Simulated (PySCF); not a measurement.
Compound: C5H6ClO2 (doublet state).
Structure used (GFN2-xTB), in Å, numbered top down from 1:
```
atom  x, y, z in Å
C1     0.0922   -1.5079   -0.3496
C2    -0.1408   -0.1751   -0.2308
C3    -1.5740    0.3034   -0.4066
O4    -2.4083   -0.1617    0.6292
C5     0.8916    0.7389    0.1006
Cl6    0.5346    2.4042    0.2959
C7     2.2831    0.4149    0.2991
O8     2.7870   -0.6885    0.2297
H9    -0.7240   -2.1692   -0.5846
H10    1.0685   -1.9307   -0.1994
H11   -1.9853   -0.1285   -1.3226
H12   -1.6225    1.3953   -0.4852
H13   -2.1039    0.2039    1.4673
H14    2.9011    1.3007    0.5350
```

The hyperfine couplings belong to this conformer and change with its torsions.

Identity: `C(/C([CH2])=C(/C=O)Cl)O` [radical].

Method used: PySCF 2.14.0, UKS B3LYP, pcH-1 on C Cl H O, non-relativistic, mean-field spin-orbit, GIAO. Isolated species at its GFN2-xTB geometry (one conformer only). GFN2-xTB frequencies show an imaginary mode (60i cm⁻¹), so this geometry is no minimum at that level. A GFN2-xTB geometry isn't a minimum of the functional, and hyperfine couplings can be far from their values at a DFT geometry. The SCF solution wasn't tested for stability. ⟨S²⟩ is 0.775 where a pure state has 0.75.

Problem. Match the computed a_iso(13C) values +55.1, +39.4, -38.0, -22.6, +3.7 MHz with the sites C1; C2; C3; C5; C7.

Solution. 
```json
{"site": "C1", "a_iso (MHz)": "+39.4", "ρ(0) (bohr⁻³)": "+0.0352", "position": "largest spin population", "distance from C1 (Å)": "0.00", "spin population": "+0.51", "largest |T| (MHz)": "76.8"}
{"site": "C2", "a_iso (MHz)": "-38.0", "ρ(0) (bohr⁻³)": "-0.0339", "position": "1 bond from C1", "distance from C1 (Å)": "1.36", "spin population": "-0.20", "largest |T| (MHz)": "23.3"}
{"site": "C3", "a_iso (MHz)": "+3.7", "ρ(0) (bohr⁻³)": "+0.0033", "position": "2 bonds from C1", "distance from C1 (Å)": "2.46", "spin population": "+0.01", "largest |T| (MHz)": "0.8"}
{"site": "C5", "a_iso (MHz)": "+55.1", "ρ(0) (bohr⁻³)": "+0.0487", "position": "a main spin site", "distance from C1 (Å)": "2.43", "spin population": "+0.51", "largest |T| (MHz)": "89.6"}
{"site": "C7", "a_iso (MHz)": "-22.6", "ρ(0) (bohr⁻³)": "-0.0201", "position": "1 bond from C5", "distance from C1 (Å)": "2.99", "spin population": "-0.04", "largest |T| (MHz)": "3.6"}
```

ρ(0) is the spin density at the nucleus and T the dipolar tensor; a_iso includes a spin–orbit part; entries for several nuclei are means. The Mulliken spin populations are largest on C1 (+0.51), C5 (+0.51), C2 (-0.20) and O8 (+0.19). Three atoms exceed +0.15. The positive populations add up to 1.29 and the negative ones to -0.29, together 2S = 1. The angles at C1 add up to 360.0°, so it is planar. Main spin sites, with 60 % or more of the largest population: C1, C5; positions count bonds from the nearest.

Examples of negative spin density at the nucleus (bohr⁻³): C2 (-0.0339), C7 (-0.0201) and H9 (-0.0072).

Class means assume fast exchange of nuclei equivalent by connectivity; if that motion is slow, each nucleus keeps its own coupling. H9 and H10 aren't averaged: C1 is flat or nearly so (angle sum 360°), and its turn about the short C1–C2 bond (1.36 Å) is taken as slow. The 1H value of -3.3 MHz is a mean of couplings from -5.9 to -0.7 MHz in this one geometry, not an average over conformers.

C1, the radical centre as drawn in `[CH2]/C(CO)=C(/Cl)C=O`, holds a spin population of +0.51 out of 1.
